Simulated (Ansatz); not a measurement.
Mulliken charges of B₂H₃OPS (`B1OBSP1`) from PBE/def2-TZVPP in Ansatz (PBE0-D4/def2-TZVP geometry).

| atom | x (Å) | y (Å) | z (Å) | charge (e) |
| --- | --- | --- | --- | --- |
| B1 | -0.543 | 0.925 | 0.367 | 0.119 |
| O2 | 0.786 | 0.717 | 0.574 | -0.206 |
| B3 | 1.404 | -0.346 | -0.053 | 0.143 |
| S4 | 0.411 | -1.418 | -1.097 | -0.140 |
| P5 | -1.356 | -0.225 | -0.950 | -0.041 |
| H6 | -1.119 | 1.785 | 0.962 | 0.032 |
| H7 | 2.570 | -0.537 | 0.094 | 0.039 |
| H8 | -2.059 | -0.960 | 0.046 | 0.054 |

Problem. By hand: the dipole of these point charges (1 e Å = 4.8032 D).

Solution. Σ q r = (-0.074, 0.105, 0.147) e Å, of length 0.195 e Å = 0.94 D.

Problem. How does the dipole of the full density compare? (An estimate is asked.)

Solution. Ansatz gave: (-0.144, 0.014, 0.100) e Å, 0.84 D; the point charges give 1.12 times that, at 39° from its direction.

Point charges leave out the atoms' own dipoles, such as those of lone pairs, and Mulliken's split depends on the basis, so the two needn't agree.
